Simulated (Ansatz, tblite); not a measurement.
Forces on Ge₆H₁₂, a cluster cut from cubic germanium at its PBE0-D4/def2-SVP geometry. Charge 0, multiplicity 1.

The xTB rows come from tblite.

GFN1-xTB (tblite), largest force 0.56 eV/Å:

```xyz
18
positions Å, forces eV/Å
Ge   -1.594    1.504   -0.775    0.134   -0.012    0.365
Ge    2.195    0.343   -0.682   -0.134    0.071    0.359
Ge   -0.682   -2.202    0.294    0.070    0.251    0.290
Ge   -2.195   -0.343    0.682    0.134   -0.071   -0.359
Ge    1.593   -1.504    0.775   -0.134    0.012   -0.365
Ge    0.682    2.202   -0.295   -0.070   -0.251   -0.289
H    -2.574    2.682   -0.596    0.252   -0.395   -0.286
H    -1.674    1.032   -2.241   -0.104    0.296    0.466
H     3.658    0.771   -0.442   -0.416   -0.190   -0.303
H     2.064   -0.113   -2.150    0.230    0.194    0.474
H    -1.076   -3.416    1.162    0.091    0.260   -0.474
H    -0.775   -2.623   -1.188   -0.024   -0.032    0.560
H    -2.062    0.113    2.150   -0.231   -0.194   -0.474
H    -3.658   -0.771    0.445    0.417    0.190    0.302
H     1.673   -1.033    2.242    0.104   -0.296   -0.466
H     2.574   -2.682    0.596   -0.252    0.395    0.286
H     0.775    2.624    1.186    0.023    0.031   -0.560
H     1.075    3.415   -1.164   -0.091   -0.260    0.475
```

GFN2-xTB (tblite), largest force 0.38 eV/Å:

```
Ge 0.071 0.017 0.255
Ge -0.061 0.058 0.251
Ge 0.040 0.147 0.218
Ge 0.061 -0.058 -0.252
Ge -0.071 -0.017 -0.255
Ge -0.040 -0.147 -0.217
H 0.138 -0.248 -0.240
H -0.110 0.231 0.279
H -0.243 -0.132 -0.250
H 0.208 0.134 0.287
H 0.047 0.124 -0.348
H -0.034 -0.080 0.369
H -0.208 -0.134 -0.287
H 0.243 0.132 0.249
H 0.110 -0.231 -0.279
H -0.138 0.248 0.240
H 0.034 0.079 -0.369
H -0.047 -0.124 0.348
```

PBE0-D4/def2-TZVP (Ansatz), largest force 0.04 eV/Å:

```
Ge -0.010 0.007 -0.011
Ge 0.013 0.000 -0.010
Ge -0.004 -0.015 -0.004
Ge -0.012 0.000 0.010
Ge 0.010 -0.007 0.011
Ge 0.004 0.015 0.005
H 0.022 -0.027 -0.008
H 0.000 0.014 0.035
H -0.033 -0.011 -0.009
H 0.006 0.012 0.036
H 0.009 0.026 -0.023
H 0.001 0.008 0.037
H -0.006 -0.012 -0.035
H 0.033 0.011 0.009
H 0.000 -0.014 -0.035
H -0.022 0.027 0.008
H -0.001 -0.008 -0.037
H -0.009 -0.026 0.023
```
